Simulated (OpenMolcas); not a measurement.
# Cu³⁺: CASPT2 settings compared

```
Program             : OpenMolcas
Basis               : ANO-R2 [6s4p4d2f1g]
Scalar Hamiltonian  : X2C, finite nucleus
Active space        : 8 electrons in 5 orbitals (3d)
State averaging     : 2S+1 = 3 even, 10 roots; 2S+1 = 1 even, 14 roots kept (CI in the orbitals of an earlier block)
Spin-orbit coupling : RASSI with atomic mean-field integrals over the reference wave functions, term energies averaged over their components
```

Methods on the same reference wave functions:
A. CASSCF
B. SS-CASPT2, IPEA 0.3 Eh, sigma2 regulariser 0.2 Eh (closed shells correlated: 3s 3p)
C. SS-CASPT2, IPEA 0.6 Eh, no level shift (closed shells correlated: 3s 3p)
D. SS-CASPT2, IPEA 0.15 Eh, sigma1 regulariser 0.5 Eh (closed shells correlated: 3s 3p)

Energies in cm-1 above 3d8 3F4, the measured ground level; measured values from Sugar and Musgrove, J. Phys. Chem. Ref. Data 19, 527 (1990).

```tsv
Level	A	B	C	D	Measured
3d8 3F4	0.0	0.0	0.0	0.0	0.0
3d8 3F3	1837	1841	1841	1841	1861
3d8 3F2	3078	3050	3050	3050	3078
3d8 1D2	19615	15700	15890	15610	16248
3d8 3P2	23794	19710	20070	19510	19697
3d8 3P1	24240	20130	20520	19910	20097
3d8 3P0	24692	20590	20970	20360	20423
3d8 1G4	30439	27040	27090	27010	26913
```

Deviations, from unrounded energies. A percentage is the sum of absolute deviations over the sum of measured energies, with the sign that they share, or ± where signs differ.

```
                        Against measurement  Levels      A     B     C     D
             mean absolute deviation (cm-1)       7   2800   130   280   180
      fine structure of the ground term (%)       2   ±0.5  -1.1  -1.0  -1.1
other terms of the ground configuration (%)       5  +18.8  ±0.9  ±1.8  ±1.1
```

B lies closest to measurement on these levels and A furthest from it. The largest miss of B in the table is 3d8 1D2, by -540 cm-1. The ranking rests on the paired levels alone, and a cruder setting can come out closer through cancelling errors.

Among B to D the level of the table that moves most is 3d8 3P1, by 610 cm-1 (lowest in D, highest in C). Moves below CASPT2's spread within the term are not significant.

The mean deviations of B to D differ by less than CASPT2's widest spread within a term (610 cm-1), so their order carries little weight.

From A to B the spin-free energies of the other terms of 3d8 shown, above 3F, scale by factors of 0.79 to 0.88, as is usual when dynamic correlation screens the repulsion within a d or f shell.

The lowest spin-free term lies below A's lowest term by 0.605 hartree in B, 0.601 hartree in C, 0.608 hartree in D.

Term energies are means over components that CASPT2 splits; among the terms shown or strongly mixed into the levels shown the widest spread is 610 cm-1 (3d8 1G, D). Terms from blocks run as CI alone lack orbitals of their own. Without dynamic correlation excited terms often stand tens of per cent too high (terms of higher spin than the ground term too low), and those without a measured partner can miss by more than the paired ones (holds for A). Measured partners are found by configuration, term and J. A level has none where our copy of the source lacks it or the pairing is in doubt (some pairs that miss far off the trend of their configuration count as doubtful), and it then counts in no deviation. Levels of configurations outside the active space are missing.
